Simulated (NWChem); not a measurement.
## Setting up AlH2OF3 (SMILES [OH2+][Al-]([F])([F])[F]) in NWChem

The species is AlH2OF3 (7 atoms), meant as a singlet with charge 0. As SMILES, `[OH2+][Al-]([F])([F])[F]`. The shape is that of a PBE0-D4/def2-TZVP optimisation.

```xyz
7

O    -0.8710    0.5861    0.3580
Al    0.4960   -0.5510   -0.4099
F     0.9625   -1.2552    1.0133
F    -0.2904   -1.5013   -1.4969
F     1.4301    0.6751   -1.0124
H    -0.9624    0.4562    1.3100
H    -0.7036    1.5220    0.1920
```

Settings wanted:

```yaml
task: gradient
method: DFT
functional: B3LYP
dispersion: none
basis_set: 6-31G*
integral_approximation: none
reference: RKS
integration_grid: xfine
SCF_convergence_threshold: 1e-08
iteration_cap: 100
module: dft
d_and_f_functions: spherical
```

Question: Give an NWChem 7.3.0 job that does this.

Answer: This one ran through:

calc.xyz:
```
7
AlF3H2O
O     -0.871000     0.586100     0.358000
Al     0.496000    -0.551000    -0.409900
F      0.962500    -1.255200     1.013300
F     -0.290400    -1.501300    -1.496900
F      1.430100     0.675100    -1.012400
H     -0.962400     0.456200     1.310000
H     -0.703600     1.522000     0.192000
```

calc.nw:
```
start calc
title "AlF3H2O"
memory 2200 mb
charge 0
geometry units angstrom noautosym nocenter noautoz
 load format xyz calc.xyz
end
basis spherical bse
 O library 6-31G*
 Al library 6-31G*
 F library 6-31G*
 H library 6-31G*
end
dft
 xc b3lyp
 grid xfine
 convergence energy 1e-08
 maxiter 100
 mulliken
end
task dft gradient
```

```bash
$ nwchem calc.nw > calc.out
```

Calculated total energy: -618.62596 Eh, largest force 0.441 eV/Å.
